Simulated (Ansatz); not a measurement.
Start from `CC#[C][GeH2][NH2]` and change one atom or group to get `CC#C[SiH2]Cl`.

Ansatz, PBE0-D4/def2-TZVP geometries, multiplicity 1. Each molecule was computed in one conformer, which needn't be the lowest.

Scalar relativity is left out up to krypton.

| property | `CC#[C][GeH2][NH2]` |
| --- | --- |
| size of the dipole moment (PBE/def2-TZVPP) / D | 2.10 |
| LUMO energy (ωB97M-V/def2-TZVPP) / eV | 1.87 |
| LUMO energy (B3LYP/def2-TZVPP) / eV | -0.12 |
| LUMO energy (PBE/def2-TZVPP) / eV | -0.73 |
| HOMO energy (PBE0/def2-TZVPP) / eV | -7.27 |
| HOMO–LUMO gap (B3LYP/def2-TZVPP) / eV | 6.90 |

**Question.** Give the same properties after the change, and the shifts. (Estimate.)

**Answer.** Ansatz gave: 
```json
{"property": "size of the dipole moment (PBE/def2-TZVPP) / D", "`CC#C[SiH2]Cl`": "2.76", "shift": "0.66"}
{"property": "LUMO energy (ωB97M-V/def2-TZVPP) / eV", "`CC#C[SiH2]Cl`": "1.44", "shift": "-0.43"}
{"property": "LUMO energy (B3LYP/def2-TZVPP) / eV", "`CC#C[SiH2]Cl`": "-0.68", "shift": "-0.56"}
{"property": "LUMO energy (PBE/def2-TZVPP) / eV", "`CC#C[SiH2]Cl`": "-1.40", "shift": "-0.67"}
{"property": "HOMO energy (PBE0/def2-TZVPP) / eV", "`CC#C[SiH2]Cl`": "-7.98", "shift": "-0.71"}
{"property": "HOMO–LUMO gap (B3LYP/def2-TZVPP) / eV", "`CC#C[SiH2]Cl`": "7.06", "shift": "0.16"}
```

With PBE0 the HOMO falls by 0.71 eV and the LUMO falls by 0.63 eV, so the gap widens by about 0.08 eV. PBE moves the HOMO by -0.89 eV and ωB97M-V by -0.61 eV. Dipoles are sizes alone; their direction can turn.

B3LYP here is the variant with VWN-RPA as its local correlation; programs differ in this.
